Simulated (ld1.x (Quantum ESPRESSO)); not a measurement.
## What the settings do to the TM potential of Fe

Base potential:

ld1.x (Quantum ESPRESSO) 7.5 input, shortened:

```
&input
   title='Fe', zed=26., rel=2, dft='PZ', iswitch=3,
   config='[Ar] 3d6 4s0.5 4p0', rel_dist='average'
 /
 &inputp
   pseudotype=2, tm=.true., lloc=-1, rcloc=2.05,
   nlcc=.true., rcore=0.85
 /
3
4S  1  0   0.50   0.00  2.05  2.05  0.0
4P  2  1   0.00   0.00  1.80  1.80  0.0
3D  3  2   6.00   0.00  1.50  1.50  0.0
 &test
   configts(1)='3d6 4s0.5 4p0'
 /
```

Open shells are filled in proportion to 2j + 1 (rel_dist='average').

All-electron outer shells of the reference configuration (LDA (PZ), scalar-relativistic, ld1.x):

```csv
shell,level (eV),outermost node (bohr),outermost maximum (bohr)
3p,-73.37,0.30,0.72
3d,-21.02,–,0.71
4s,-16.49,1.00,2.21
4p,-10.94,1.09,2.66
```

Cutoffs, loose and tight: the cutoffs (Ry, on a coarse ladder) from which the occupation-weighted sum of valence levels, in a spherical-Bessel basis at the reference potential, stays within 10 and 1 mRy of its value at 400 Ry. They do not see the model core or the augmentation charge, which bear on the density cutoff. Test errors are all-electron minus pseudo excitation energies from the reference, over the configurations 3d6 4s2 4p0; 3d6 4s1 4p0; 3d6 4s0 4p0; 3d7 4s1 4p0; 3d6 4s1.5 4p0; 3d6.5 4s1.5 4p0; 3d6 4s0 4p1. A dash means not determined; rows that change the core or the reference have their own tests. The largest error is taken over the tests solved by every variant that gives reliable tests at all: 3d6 4s0 4p0; 3d6 4s0 4p1; 3d6 4s1 4p0; 3d6 4s1.5 4p0; 3d6 4s2 4p0; 3d6.5 4s1.5 4p0.

A true bound ghost makes a file unfit for plane-wave use even where its test errors are small: the radial tests pick states by their node count and pass the ghost by. Where a test does run into it, the solver fails or the error is huge.

```tsv
change	outcome	cutoff, loose	cutoff, tight	bound ghosts	largest test error (meV)
base	generated	110 Ry	180 Ry	none	-8.6
local potential all-electron potential smoothed inside 0.78 bohr (lloc = -1)	generated	110 Ry	180 Ry	s, p1/2, p3/2	-9.9
local potential all-electron potential smoothed inside 1.20 bohr (lloc = -1)	generated	110 Ry	180 Ry	s, p3/2, p1/2	-14
local potential all-electron potential smoothed inside 1.48 bohr (lloc = -1)	generated	110 Ry	180 Ry	s	-35
local potential all-electron potential smoothed inside 1.76 bohr (lloc = -1)	generated	110 Ry	180 Ry	s	+12
local potential all-electron potential smoothed inside 2.06 bohr (lloc = -1)	generated	110 Ry	180 Ry	none	-8.6
local potential all-electron potential smoothed inside 2.28 bohr (lloc = -1)	generated	110 Ry	180 Ry	none	-12
```

Reading the sweep of the rcloc (base included, trends over the rows without a ghost): Bound ghosts are found at 0.78, 1.2, 1.48, 1.76 bohr.
